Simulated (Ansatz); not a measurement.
Basis-set extrapolation for `O[SiH2]S[SiH2][SiH3]` (PBE0-D4/def2-TZVP geometry, frozen core, the Gaussian-basis code of Ansatz). Multiplicity 1, RHF reference.

```
                       def2-TZVPP    def2-QZVPP
                 HF  -1344.031474  -1344.073616
    MP2 correlation     -0.794263     -0.858939
CCSD(T) correlation     -0.899636       not run
```

Energies in hartree. Use E(X) = E(∞) + A·exp(−7.88·√X) for Hartree–Fock and E(X) = E(∞) + B·X^(−2.97) for correlation, with X = 3 and 4, and add CCSD(T) minus MP2 of the smaller set to the MP2 limit.

Task: What is the CCSD(T) energy at the basis-set limit?

Result: HF limit: -1344.073616 + (-0.042142) × 0.13774 = -1344.07942. MP2 limit: -0.858939 + (-0.064676) × 0.74074 = -0.90685. Higher-order term: -0.899636 − (-0.794263) = -0.10537. Total: -1345.09164 hartree, 421.5 kJ/mol below CCSD(T)/def2-TZVPP.
